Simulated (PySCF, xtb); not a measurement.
Noncovalent pair: PH3 (SMILES P) (first 4 atoms) with Si2H6 (SMILES [SiH3][SiH3]); geometry from B3LYP-D3(BJ)/def2-TZVP, rigid monomers moved along the line of their centres of mass till H4···Si5 is 3.89 Å.
(charge 0, multiplicity 1):
```xyz
12

P     -0.3602     0.2282    -0.0754
H      0.7813    -0.1793     0.6606
H      0.3673     1.1782    -0.8387
H     -0.7495     1.1836     0.8977
Si     0.7099     0.7708     4.4833
Si    -0.7754    -1.0425     4.4214
H      0.0561     1.9957     3.9633
H      1.9112     0.4880     3.6620
H      1.1393     1.0200     5.8815
H     -1.9602    -0.7579     5.2671
H     -0.1084    -2.2642     4.9338
H     -1.2360    -1.3022     3.0363
```

Counterpoise-corrected where a basis set is named; no monomer relaxation. Rows marked so take none.

Rows in 3-21G, 6-31G* carry no dispersion term and start afresh at each structure (6-31G* with six Cartesian d functions).

Run with PySCF for 3-21G rows, 6-31G* rows; xtb for the GFN methods. Each number belongs to the level named beside it.

Q: One of these levels gives -1.05 kcal/mol for the interaction energy. Which one is it?
A. GFN-FF
B. GFN2-xTB
C. BP86/6-31G* (no counterpoise)
D. B3LYP/3-21G (no counterpoise)

A: A, GFN-FF. The others give -1.54 (GFN2-xTB), 0.46 (BP86/6-31G* (no counterpoise)), -0.14 (B3LYP/3-21G (no counterpoise))
